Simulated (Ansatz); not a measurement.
`C[CH2][Ge][O]C` and `C[O][Ge][OH]` differ in one atom or group.

Ansatz, PBE0-D4/def2-TZVP geometries, multiplicity 1. Each molecule was computed in one conformer, which needn't be the lowest.

Scalar relativity is left out up to krypton.

```json
{"property": "HOMO energy (B3LYP/def2-TZVPP) / eV", "`C[CH2][Ge][O]C`": "-6.03"}
{"property": "LUMO energy (B3LYP/def2-TZVPP) / eV", "`C[CH2][Ge][O]C`": "-1.97"}
{"property": "HOMO–LUMO gap (PBE/def2-TZVPP) / eV", "`C[CH2][Ge][O]C`": "2.61"}
{"property": "LUMO energy (ωB97M-V/def2-TZVPP) / eV", "`C[CH2][Ge][O]C`": "0.21"}
{"property": "HOMO energy (PBE0/def2-TZVPP) / eV", "`C[CH2][Ge][O]C`": "-6.21"}
{"property": "size of the dipole moment (ωB97M-V/def2-TZVPP) / D", "`C[CH2][Ge][O]C`": "0.46"}
```

Problem. Give the same properties after the change, and the shifts. (An estimate is asked.)

Solution. Ansatz gave: 
| property | `C[O][Ge][OH]` | shift |
| --- | --- | --- |
| HOMO energy (B3LYP/def2-TZVPP) / eV | -7.34 | -1.31 |
| LUMO energy (B3LYP/def2-TZVPP) / eV | -1.69 | 0.28 |
| HOMO–LUMO gap (PBE/def2-TZVPP) / eV | 4.11 | 1.50 |
| LUMO energy (ωB97M-V/def2-TZVPP) / eV | 0.51 | 0.30 |
| HOMO energy (PBE0/def2-TZVPP) / eV | -7.51 | -1.30 |
| size of the dipole moment (ωB97M-V/def2-TZVPP) / D | 1.46 | 1.00 |

With PBE0 the HOMO falls by 1.30 eV and the LUMO rises by 0.27 eV, so the gap widens by about 1.57 eV. PBE moves the HOMO by -1.19 eV and ωB97M-V by -1.40 eV. Dipoles are sizes alone; their direction can turn.

B3LYP here is the variant with VWN-RPA as its local correlation; programs differ in this.
